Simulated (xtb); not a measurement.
C$_{3}$F$_{6}$, triplet, from a rough starting geometry (a higher spin typed on purpose: for a closed-shell molecule this is an excited state); GFN2-xTB (xtb).

Input for xtb:
```
$ xtb mol.xyz --gfn 2 --uhf 2 --opt vtight --json

# file mol.xyz
9

F      2.53025272    -0.24773270     0.77637563
C      1.35313261     0.28456842     0.26586390
F      1.51868914     1.40769165    -0.20260043
C      0.21831977    -0.43109053     0.20910804
F      0.12410888    -1.66222122     0.74739155
C     -1.08544965     0.05642489    -0.27800484
F     -2.06132360     0.04789170     0.68569976
F     -1.01663319     1.29839392    -0.88492533
F     -1.55580313    -0.79262016    -1.28962044
```

It wrote (shortened):

```
   ID    Z sym.   atoms
    1    9 F      1, 3, 5, 7-9
    2    6 C      2, 4, 6

           -------------------------------------------------
          |                Calculation Setup                |
           -------------------------------------------------

           -------------------------------------------------
          |                 G F N 2 - x T B                 |
           -------------------------------------------------

          ...................................................
          :                      SETUP                      :
          :.................................................:
          :  # basis functions                  36          :
          :  # atomic orbitals                  36          :
          :  # shells                           18          :
          :  # electrons                        54          :
          :  max. iterations                   250          :
          :  Hamiltonian                  GFN2-xTB          :
          :  restarted?                      false          :
          :  GBSA solvation                  false          :
          :  PC potential                    false          :
          :  electronic temp.          300.0000000     K    :
          :  accuracy                    1.0000000          :
          :  -> integral cutoff          0.2500000E+02      :
          :  -> integral neglect         0.1000000E-07      :
          :  -> SCF convergence          0.1000000E-05 Eh   :
          :  -> wf. convergence          0.1000000E-03 e    :
          :  Broyden damping             0.4000000          :
          :  net charge                          0          :
          :  unpaired electrons                  2          :
          ...................................................

 iter      E             dE          RMSdq      gap      omega  full diag
   1    -34.6595455 -0.346595E+02  0.460E+00    5.07       0.0  T
   2    -34.7032505 -0.437051E-01  0.237E+00    4.89       1.0  T
   3    -34.7058390 -0.258844E-02  0.130E+00    5.06       1.0  T
   4    -34.7071259 -0.128691E-02  0.148E-01    5.03       1.0  T
   5    -34.7071507 -0.247723E-04  0.534E-02    5.03       1.0  T
   6    -34.7071532 -0.254076E-05  0.210E-02    5.02       1.6  T
   7    -34.7071535 -0.295842E-06  0.523E-03    5.02       6.4  T
   8    -34.7071536 -0.918267E-07  0.168E-03    5.02      19.9  T
   9    -34.7071536 -0.654578E-08  0.437E-04    5.02      76.3  T
  10    -34.7071536 -0.314088E-09  0.163E-04    5.02     204.8  T

   *** convergence criteria satisfied after 10 iterations ***

 transition dipole moment (au) for excitation:          27          28
     X       Y       Z
  -1.2702  -0.8647  -0.0589  total (au/Debye):    1.538   3.909
 dE (eV)             :    5.040
 oscillator strength :  0.41296E+00

         :::::::::::::::::::::::::::::::::::::::::::::::::::::
         ::                     SUMMARY                     ::
         :::::::::::::::::::::::::::::::::::::::::::::::::::::
         :: total energy             -34.576168510077 Eh    ::
         :: gradient norm              0.273884959731 Eh/a0 ::
         :: HOMO-LUMO gap              5.019196108120 eV    ::
         ::.................................................::
         :: SCC energy               -34.707150225209 Eh    ::
         :: -> isotropic ES            0.059969504548 Eh    ::
         :: -> anisotropic ES          0.007157245126 Eh    ::
         :: -> anisotropic XC         -0.030142722568 Eh    ::
         :: -> dispersion             -0.005181626567 Eh    ::
         :: repulsion energy           0.130981715132 Eh    ::
         :: add. restraining           0.000000000000 Eh    ::
         :: total charge              -0.000000000000 e     ::
         :::::::::::::::::::::::::::::::::::::::::::::::::::::

      -----------------------------------------------------------
     |                   =====================                   |
[...]
 * total energy  :   -34.6486558 Eh     change       -0.5252093E-06 Eh
 * total energy  :   -34.6486566 Eh     change       -0.7136154E-06 Eh
 * total energy  :   -34.6486576 Eh     change       -0.1047063E-05 Eh
 * total energy  :   -34.6486593 Eh     change       -0.1742005E-05 Eh
 * total energy  :   -34.6486600 Eh     change       -0.6387916E-06 Eh
 * total energy  :   -34.6486608 Eh     change       -0.7998140E-06 Eh
 * total energy  :   -34.6486614 Eh     change       -0.6218070E-06 Eh
 * total energy  :   -34.6486621 Eh     change       -0.7437910E-06 Eh
 * total energy  :   -34.6486624 Eh     change       -0.2695172E-06 Eh
 * total energy  :   -34.6486628 Eh     change       -0.4014496E-06 Eh
 * total energy  :   -34.6486630 Eh     change       -0.1688821E-06 Eh
 * total energy  :   -34.6486630 Eh     change       -0.2325628E-07 Eh
   *** GEOMETRY OPTIMIZATION CONVERGED AFTER 94 ITERATIONS ***
         :: total energy             -34.648663013098 Eh    ::
[...]
        20        2.0000           -0.5777970             -15.7227
        21        2.0000           -0.5760301             -15.6746
        22        2.0000           -0.5751110             -15.6496
        23        2.0000           -0.5730970             -15.5948
        24        2.0000           -0.5697770             -15.5044
        25        2.0000           -0.5695887             -15.4993
        26        2.0000           -0.5406700             -14.7124
        27        1.0000           -0.4444786             -12.0949
        28        1.0000           -0.4149171             -11.2905 (HOMO)
        29                         -0.0757484              -2.0612 (LUMO)
        30                         -0.0163379              -0.4446
        31                          0.0253846               0.6907
        32                          0.0315688               0.8590
        33                          0.0900124               2.4494
        34                          0.1058166               2.8794
        35                          0.1687157               4.5910
        36                          0.2690448               7.3211
      -------------------------------------------------------------
                  HL-Gap            0.3391687 Eh            9.2293 eV
             Fermi-level           -0.3689535 Eh          -10.0397 eV

     #   Z          covCN         q      C6AA      α(0)
     1   9 F        0.786    -0.126    10.498     3.827
     2   6 C        2.548     0.263    22.630     7.775
     3   9 F        0.786    -0.126    10.496     3.827
     4   6 C        2.745     0.103    25.705     8.302
     5   9 F        0.786    -0.092    10.176     3.768
     6   6 C        3.329     0.495    17.258     6.594
     7   9 F        0.791    -0.171    10.937     3.907
     8   9 F        0.791    -0.176    10.988     3.916
     9   9 F        0.791    -0.171    10.943     3.908

 Mol. C6AA /au·bohr⁶  :       1108.069865
 Mol. C8AA /au·bohr⁸  :      23982.421117
 Mol. α(0) /au        :         45.823308

Wiberg/Mayer (AO) data.
largest (>0.10) Wiberg bond orders for each atom

 ---------------------------------------------------------------------------
     #   Z sym  total        # sym  WBO       # sym  WBO       # sym  WBO
 ---------------------------------------------------------------------------
     1   9 F    1.230 --     2 C    1.090
     2   6 C    3.317 --     3 F    1.091     1 F    1.090     4 C    1.058
     3   9 F    1.230 --     2 C    1.091
     4   6 C    3.349 --     5 F    1.183     2 C    1.058     6 C    0.930
     5   9 F    1.271 --     4 C    1.183
     6   6 C    3.868 --     8 F    0.970     7 F    0.956     9 F    0.954
                             4 C    0.930
     7   9 F    1.110 --     6 C    0.956
     8   9 F    1.101 --     6 C    0.970
     9   9 F    1.109 --     6 C    0.954
 ---------------------------------------------------------------------------

Topologies differ in total number of bonds
Writing topology from bond orders to xtbtopo.mol

molecular dipole:
                 x           y           z       tot (Debye)
 q only:        0.276      -0.189       0.312
   full:        0.259      -0.204       0.319       1.165
molecular quadrupole (traceless):
                xx          xy          yy          xz          yz          zz
 q only:       -1.166      -1.247       0.235       0.438       0.038       0.931
  q+dip:       -0.297      -1.724      -0.535       1.555      -0.081       0.831
   full:       -1.006      -1.867      -0.121       1.144       0.088       1.127

optimized geometry written to: xtbopt.xyz

           -------------------------------------------------
          | TOTAL ENERGY              -34.648663013098 Eh   |
          | GRADIENT NORM               0.000040236833 Eh/α |
          | HOMO-LUMO GAP               9.229251220627 eV   |
           -------------------------------------------------

normal termination of xtb
```
